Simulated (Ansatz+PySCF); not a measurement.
# singlet ZnCl2: levels of theory in one basis

```yaml
atoms:
  - { symbol: Cl, position_ang: [0.0000, 0.0000, -2.2648] }
  - { symbol: Zn, position_ang: [0.0000, 0.0000, 0.0000] }
  - { symbol: Cl, position_ang: [0.0000, 0.0000, 2.2648] }
```

Basis set: def2-SVP (spherical functions). Left uncorrelated: 15 orbitals. Charge 0, multiplicity 1.

Computed with Ansatz (development build ahead of 0.2.0); each method stands on the lowest determinant of its kind that the runs found.

```json
{"method": "RHF", "E − E(RHF) (eV)": "0.00", "<S²> of the determinant": "0.00"}
{"method": "RHF-MP2", "E − E(RHF) (eV)": "-16.72", "<S²> of the determinant": "–"}
{"method": "RHF-CCSD", "E − E(RHF) (eV)": "-16.70", "<S²> of the determinant": "–"}
```

Problem. What does RHF-CCSD(T) give on the same scale?

Solution. -17.10 eV.

Problem. Is a single determinant a sound starting point here?

Solution. By this sign, yes. Unrestricted orbitals gain 0.00 eV and <S²> is 0.00 against 0.00 for a pure state.
